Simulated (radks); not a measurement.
The chlorine anion Cl-, [Ar], held by a Watson sphere: a shell of charge +1.22 at radius R that stands for the Madelung well of a crystal (potential energy -1.22/R inside, -1.22/r outside, in hartree with lengths in bohr). Calculated with a radial shooting solver on a logarithmic mesh with Libxc functionals: scalar-relativistic Kohn-Sham, PBEsol, spin-polarised, spherical densities, point nucleus. Response by self-consistent Sternheimer equations with the Hartree and adiabatic LDA kernel, the relativistic mass of each level held fixed and spin-orbit coupling left out. The sphere does not respond.

R (bohr)  e(2p) (eV)  e(3s) (eV)  e(3p) (eV)  <r> 3p (bohr)  sum of <r^2> (bohr^2)  X-ray form factor at sin(theta)/lambda = 0.1 1/angstrom  alpha (bohr^3)
2.02         -191.54     -23.114     -11.248          1.848                  31.81                                                   15.963           15.82
2.15         -191.43     -22.770     -10.980          1.866                  32.38                                                   15.934           16.63
2.4          -191.19     -22.134     -10.452          1.898                  33.41                                                   15.883           18.29
3.73         -189.39     -19.410      -7.885          2.001                  37.14                                                   15.724           27.85
4.19         -188.77     -18.701      -7.177          2.019                  37.89                                                   15.698           30.95
4.23         -188.71     -18.644      -7.120          2.020                  37.95                                                   15.696           31.20
4.29         -188.64     -18.560      -7.035          2.022                  38.03                                                   15.694           31.59
4.39         -188.51     -18.424      -6.898          2.025                  38.16                                                   15.690           32.21
